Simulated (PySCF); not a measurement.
# How methods differ on the ionisation energy of Sm+

Sm+ [Xe] 4f6 6s1 (8F) → Sm(2+) [Xe] 4f6 (7F), as a difference of total energies. Calculation: PySCF 2.14, in x2c-TZVPPall with one added diffuse shell each of s, p, d, f type (12s8p8d5f2g, 129 functions); the spin-free X2C one-electron Hamiltonian (Gaussian nucleus). Correlated levels: valence: [Kr] 4d10 frozen; valence and next inner shell: [Ar] 3d10 frozen. The calculations carry no spin-orbit coupling.

| method | ionisation energy (eV) |
| --- | --- |
| UHF | 10.325 |
| LDA | 11.552 |
| PBE | 11.365 |
| PBE0 | 11.146 |
| r2SCAN | 11.122 |
| MP2 (valence) | 11.079 |
| SCS-MP2 (valence) | 10.871 |
| MP2 (valence and next inner shell) | 11.145 |
| SCS-MP2 (valence and next inner shell) | 10.937 |

Task: How much does correlation contribute at MP2 (valence and next inner shell)?

Result: 11.145 − (10.325) = 0.820 eV, measured against UHF.

A first-order spin-orbit estimate (lowest level to lowest level, LS coupling) adds -0.012 eV.

Errors of the correlated levels include the incompleteness of this basis and the frozen core.

For comparison: 11.078 ± 0.02 eV (semi-empirical (NIST evaluation); NIST Atomic Spectra Database, ionization energies).
